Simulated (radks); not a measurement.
Values are calculated unless marked as measured or tabulated.
Task: All-electron atom: Cs42+ in [Ne] 3s1.75 3p1 3d0.25 (fractional occupations, a model configuration). Code: a radial shooting solver on a logarithmic mesh with Libxc functionals. Model: scalar-relativistic Kohn-Sham, BLYP, spin-unpolarised, spherical densities, finite nucleus; Fermi nuclear charge, rms radius 4.8041 fm. Some entries of the table are withheld. Estimate them.

orbital,occ.,eigenvalue (Ry),r(max) (bohr)
1s,2,-2831.146,0.01678
2s,2,-601.7948,0.09417
2p,6,-561.4593,(1)
3s,1.75,-240.9353,(2)
3p,1,(3),0.2434
3d,0.25,-214.6832,(4)

Result: 
(1) 2p r(max) (bohr): 0.07545
(2) 3s r(max) (bohr): 0.2531
(3) 3p eigenvalue (Ry): -228.4708
(4) 3d r(max) (bohr): 0.1928
